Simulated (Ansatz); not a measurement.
The first iterations of a band of a periodic cell of 17 atoms, CuSi₁₆ (host Si, host structure diamond, interstitial Cu), cell charge +1.

Method: DFT PBEsol, scalar-relativistic, plane waves, PAW in Ansatz. Settings: PAW set soft_1, cutoff 420 eV, k mesh 2x2x2, gaussian smearing 0.02 eV, no spin polarisation.

```json
{"movable images": "2", "climbing image": "no", "spring": "5.0 eV/Å²", "optimiser": "quadratic models (default)", "start path": "default", "force threshold": "0.05 eV/Å", "iteration limit": "50", "end points": "relaxed"}
```

Image 0:

```xyz
17
Lattice="0.0000 5.4300 5.4300 5.4300 0.0000 5.4300 5.4300 5.4300 0.0000" Properties=species:S:1:pos:R:3
Si 0.067 0.067 -0.037
Si 1.418 1.418 1.298
Si 2.772 2.769 -0.055
Si 4.123 4.125 1.288
Si 2.754 0.067 2.650
Si 4.023 1.368 4.124
Si 5.425 2.787 2.723
Si 6.859 4.126 4.024
Si 0.067 2.752 2.650
Si 1.366 4.024 4.123
Si 2.784 5.425 2.720
Si 4.125 6.856 4.023
Si 2.562 2.560 5.587
Si 4.024 4.025 6.782
Si 5.429 5.426 5.365
Si 6.641 6.645 6.938
Cu 3.898 3.907 4.253
```

Image 3:

```xyz
17
Lattice="0.0000 5.4300 5.4300 5.4300 0.0000 5.4300 5.4300 5.4300 0.0000" Properties=species:S:1:pos:R:3
Si 0.139 0.144 -0.144
Si 1.364 1.357 1.424
Si 2.764 2.760 0.009
Si 4.227 4.223 1.207
Si 2.664 -0.074 2.766
Si 4.001 1.363 4.067
Si 5.421 2.760 2.670
Si 6.723 4.033 4.139
Si -0.064 2.660 2.770
Si 1.364 4.007 4.073
Si 2.764 5.421 2.670
Si 4.040 6.720 4.140
Si 2.664 2.664 5.504
Si 4.022 4.014 6.845
Si 5.371 5.366 5.493
Si 6.723 6.721 6.827
Cu 2.879 2.889 2.542
```

| iteration | highest image above the first end (eV) | largest band force component (eV/Å) |
| --- | --- | --- |
| 1 | 0.284 | 1.043 |
| 2 | 0.091 | 0.457 |

**Question.** Does the band converge within its limit, and where does its top end?

**Answer.** The forces met the threshold. It ended after 5 iterations with the highest image 0.000 eV above the first end. The highest image is an end point: on this band no image between the ends rises above it. Inner images lie up to 0.003 eV below the lower end, so the ends aren't the lowest states on this path. Limits of this set-up: PAW files made for another functional, charged cell in a uniform background, uncorrected.

Run time: 80 s on 1 thread of Intel(R) Xeon(R) Platinum 8488C (Sapphire Rapids), on a shared host, peak memory 0.8 GiB.
